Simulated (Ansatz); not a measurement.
Basis sets compared for the cluster Ga2Cl6 (the lowest singlet isomer of a short search). Total charge 0; singlet. Geometry PBE-D4/def2-SVP. Ansatz on 4 threads of Arm Neoverse V1 on a shared host; times are rough, and most runs start from earlier orbitals.

```xyz
8

Ga    1.1098   -0.2420    1.1968
Ga   -1.1174    0.2400   -1.1903
Cl   -0.1043    1.6228    0.4274
Cl   -3.2115    0.0797   -0.7726
Cl    0.4840   -0.7229    3.1874
Cl   -0.0045   -1.6488   -0.3312
Cl   -0.3130    0.7163   -3.1170
Cl    3.1569   -0.0450    0.5994
```

The 6-31G sets use Cartesian d functions. The structure comes from a short search, and lower isomers may exist.

Binding counts from free atoms (Ga doublet, Cl doublet) in the same basis, without a counterpoise term.

```json
{"level": "HF/STO-3G", "functions": "90", "energy (Eh)": "-6529.6934", "HOMO (eV)": "-10.23", "LUMO (eV)": "4.01", "binding per atom (eV)": "–", "wall time": "0.9 s"}
{"level": "HF/6-31G", "functions": "136", "energy (Eh)": "-6602.9818", "HOMO (eV)": "-13.40", "LUMO (eV)": "0.16", "binding per atom (eV)": "1.81", "wall time": "2.2 s"}
{"level": "PBE-D4/def2-SVP", "functions": "172", "energy (Eh)": "-6608.2222", "HOMO (eV)": "-7.90", "LUMO (eV)": "-3.03", "binding per atom (eV)": "3.08", "wall time": "2.9 s"}
{"level": "PBE-D4/def2-TZVP", "functions": "318", "energy (Eh)": "-6609.6697", "HOMO (eV)": "-8.07", "LUMO (eV)": "-3.17", "binding per atom (eV)": "3.02", "wall time": "6.5 s"}
{"level": "PBE0-D4/def2-SVP", "functions": "172", "energy (Eh)": "-6608.5350", "HOMO (eV)": "-9.42", "LUMO (eV)": "-2.15", "binding per atom (eV)": "3.04", "wall time": "6 s"}
{"level": "PBE0-D4/def2-TZVP (with forces)", "functions": "318", "energy (Eh)": "-6609.9715", "HOMO (eV)": "-9.52", "LUMO (eV)": "-2.24", "binding per atom (eV)": "3.00", "wall time": "34 s"}
```

**Question.** Estimate the rows for PBE-D4/def2-TZVPD, PBE0-D4/def2-TZVPD.

**Answer.** 
| level | functions | energy (Eh) | HOMO (eV) | LUMO (eV) | binding per atom (eV) | wall time |
| --- | --- | --- | --- | --- | --- | --- |
| PBE-D4/def2-TZVPD | 384 | -6609.6734 | -8.13 | -3.28 | 3.02 | 12 s |
| PBE0-D4/def2-TZVPD | 384 | -6609.9745 | -9.55 | -2.36 | 3.00 | 29 s |
